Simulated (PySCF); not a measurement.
Computed shifts of a molecule C₃H₈Si₂, PBE/pcSseg-1 run with PySCF, GIAO, gas phase, equivalent atoms averaged, in ppm (number of nuclei): ¹³C: 156.5 (1), 132.2 (1), 34.9 (1). ²⁹Si: -54.3 (1), -73.5 (1). ¹H: 6.19 (1), 5.87 (1), 5.16 (1), 4.94 (1), 4.70 (1), 4.39 (1), 2.91 (1), 2.71 (1). References: ¹³C against TMS (σ = 182.0 ppm); ²⁹Si against TMS (σ = 335.4 ppm); ¹H against TMS (σ = 31.49 ppm), references at their B3LYP-D3(BJ)/def2-TZVP geometries, non-relativistic. The structure is a stationary point at TPSSh-D3(BJ)/def2-SVP. One conformer was computed; it need not be the lowest.

Question: Which molecule gave these data?
A. C#CC([SiH3])[SiH3]
B. C=C=C[SiH2][SiH3]
C. C=C1C[SiH2][SiH2]1
D. C1=C[SiH2][SiH2]C1

Answer: C, C=C1C[SiH2][SiH2]1
